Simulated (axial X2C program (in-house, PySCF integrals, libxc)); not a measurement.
**Ionising CI**

All values come from calculations with an axial X2C code built on PySCF integrals, spin-free (one-electron X2C) or two-component (2c: spin–orbit coupling with atomic mean-field Coulomb and Gaunt terms, which also bring small scalar terms), in Dyall basis sets with cores contracted in-house; open shells are unrestricted.

Basis sets: C dyall-v3z, I dyall-cv3z. Frozen shells (counts by l): CI I 4s3p2d, C 1s, 11 electrons correlated; CI⁺ I 4s3p2d, C 1s, 10 electrons correlated. Coupled cluster in natural virtuals with an MP2 remainder. Where the outer core of a metal is frozen, bonds come out longer and ionisation energies lower.

```csv
Hamiltonian,level,CI state,Re (Å),ωe (cm⁻¹),De (eV)
spin-free,HF,"M_S = 1/2, Λ = 1",2.058,613.4,0.93
spin-free,PBE0,"M_S = 1/2, Λ = 1",2.020,652.5,3.04
spin-free,CCSD,"M_S = 1/2, Λ = 1",2.032,638.1,2.53
spin-free,CCSD(T),"M_S = 1/2, Λ = 1",2.034,636.7,2.77
2c,PBE0,Ω = 1/2,2.022,650.0,2.86
```

Adiabatic ionisation energy (minimum to minimum, no zero-point term) and constants of CI⁺:

| Hamiltonian | level | CI⁺ state | IE (eV) | Re (Å) | ωe (cm⁻¹) | De (eV) | fragments |
| --- | --- | --- | --- | --- | --- | --- | --- |
| spin-free | HF | M_S = 0, Λ = 0 | 8.63 | 1.892 | 879.4 | 1.83 | I+ + C |
| spin-free | PBE0 | M_S = 0, Λ = 0 | 8.58 | 1.901 | 854.8 | 4.99 | I+ + C |
| spin-free | CCSD | M_S = 0, Λ = 0 | 8.37 | 1.904 | 859.2 | 4.43 | I+ + C |
| spin-free | CCSD(T) | M_S = 0, Λ = 0 | 8.19 | 1.921 | 822.0 | 4.88 | I+ + C |
| 2c | PBE0 | Ω = 0 | 8.63 | 1.905 | 845.6 | 4.60 | I+ + C |

Question: Add the zero-point terms to the ionisation energy at PBE0, 2c, and say whether the electron removed was bonding.

Answer: IE0 = IE + (ωe⁺ − ωe)/2 = 8.63 + (0.012) = 8.64 eV. Re changes by -0.117 Å, so the bond shortens, as on loss of an antibonding or a polarising non-bonding electron.

Question: Close the cycle De(CI⁺) + IE(CI) = De(CI) + IE(I) to find the atomic ionisation energy at PBE0, 2c.

Answer: IE(I) = 4.60 + 8.63 − 2.86 = 10.37 eV, for the determinants used.

Each entry is the lowest single determinant of a limited PBE0 search at one distance. De goes to single-determinant-based atoms at the same level (for ions the charge split of lowest energy) and is withheld (n/a) where an atom does not fit its ground term or J level. Main or longest-lived isotopes. One determinant is a doubtful description, or other states lie close, for CI⁺; these need not be ground states, and all values refer to the states named. Some light 2c atoms are not at their ground J level, so De misses part of their lowering (0.04 eV or less). The functionals have no current term, which raises determinants with orbital currents.
